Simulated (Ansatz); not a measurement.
```yaml
crystal:
  periodic: [false, false, false]
  atoms:
    - {symbol: C, position_ang: [0.197914, 0.892485, -2.725356]}
    - {symbol: C, position_ang: [0.483377, 1.292259, -1.280964]}
    - {symbol: Si, position_ang: [-0.004404, -0.000213, 0.000643]}
    - {symbol: C, position_ang: [-1.854129, -0.345274, -0.101969]}
    - {symbol: C, position_ang: [-2.741066, 0.871982, 0.141391]}
    - {symbol: C, position_ang: [0.434358, 0.662377, 1.709283]}
    - {symbol: C, position_ang: [0.097826, -0.280355, 2.860623]}
    - {symbol: C, position_ang: [0.919178, -1.610481, -0.323193]}
    - {symbol: C, position_ang: [2.439281, -1.490219, -0.274340]}
    - {symbol: H, position_ang: [0.736298, -0.017965, -3.002888]}
    - {symbol: H, position_ang: [0.494016, 1.672328, -3.432306]}
    - {symbol: H, position_ang: [-0.866298, 0.697757, -2.884648]}
    - {symbol: H, position_ang: [-0.036523, 2.226645, -1.038785]}
    - {symbol: H, position_ang: [1.549865, 1.513008, -1.154958]}
    - {symbol: H, position_ang: [-2.067441, -0.775908, -1.087396]}
    - {symbol: H, position_ang: [-2.094338, -1.136374, 0.618096]}
    - {symbol: H, position_ang: [-2.570996, 1.299961, 1.133223]}
    - {symbol: H, position_ang: [-2.545072, 1.662912, -0.587868]}
    - {symbol: H, position_ang: [-3.803932, 0.624455, 0.073175]}
    - {symbol: H, position_ang: [-0.078146, 1.621910, 1.845832]}
    - {symbol: H, position_ang: [1.504293, 0.901463, 1.718566]}
    - {symbol: H, position_ang: [0.625045, -1.233641, 2.765171]}
    - {symbol: H, position_ang: [0.369679, 0.144585, 3.830740]}
    - {symbol: H, position_ang: [-0.971557, -0.506458, 2.894018]}
    - {symbol: H, position_ang: [0.602864, -1.995571, -1.299745]}
    - {symbol: H, position_ang: [0.576335, -2.353674, 0.406275]}
    - {symbol: H, position_ang: [2.782323, -1.138780, 0.702719]}
    - {symbol: H, position_ang: [2.932232, -2.447256, -0.465869]}
    - {symbol: H, position_ang: [2.809221, -0.780258, -1.019274]}
basis:
  gaussian: {orbitals: aug-pcseg-2, fitting: {mean_field: cc-pVTZ-jkfit}}
magnetization: {spin_polarized: true, initial_magnetization: 1}
hamiltonian: {xc: {name: SVWN5}}
output: {forces: true}
```

```sh
$ ansatz run in.yaml --threads 4 --pin off --events-out ev --progress --plain --max-ram 46080MiB --backend cuda --devices 0, --max-vram 37GiB
```

Shortened log:

```
Error: a molecule whose nuclei and cores have a total charge of 82 cannot have a net charge of 0 together with 1 unpaired electrons
```

In this input the number of unpaired electrons doesn't fit the electron count. The program refused the input.
